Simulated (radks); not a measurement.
Task: These are the eigenvalues of the occupied orbitals of an atom or ion with whole-number occupations (Ry). All-electron calculation, Dirac Kohn-Sham, PBE, spin-unpolarised, spherical densities, point nucleus. Program: a radial shooting solver on a logarithmic mesh with Libxc functionals.

orbital  eigenvalue
1s1/2     -4945.825
2s1/2     -849.8514
2p1/2     -812.1463
2p3/2     -718.7760
3s1/2     -195.3000
3p1/2     -178.5632
3p3/2     -158.4615
3d3/2     -130.2444
3d5/2     -125.8664
4s1/2     -40.47174
4p1/2     -33.57501
4p3/2     -28.94867
4d3/2     -17.62690
4d5/2     -16.77712
5s1/2      -6.11969
5p1/2      -4.10009
5p3/2      -3.43473
4f5/2      -2.70469
4f7/2      -2.55827
5d3/2      -0.87767
5d5/2      -0.82136
6s1/2      -0.82035
5f5/2      -0.03158
5f7/2      -0.03158

Which element is it, and in what charge state? The configuration may be excited. Open shells, if any, are shared by 2j + 1.

Result: Z = 73, tantalum, charge 0: Ta in [Kr] 4d10 4f14 5s2 5p5 5d3 6s2 5f1. The list shows which subshells hold electrons but not how many an open one holds; the 1s level, -2472.9 hartree, gives Z - s = 70.3 by -(Z - s)^2/2, which with screening and relativity narrows Z to a few neighbours, and the depths of the outer levels then fix element, charge and occupations together.
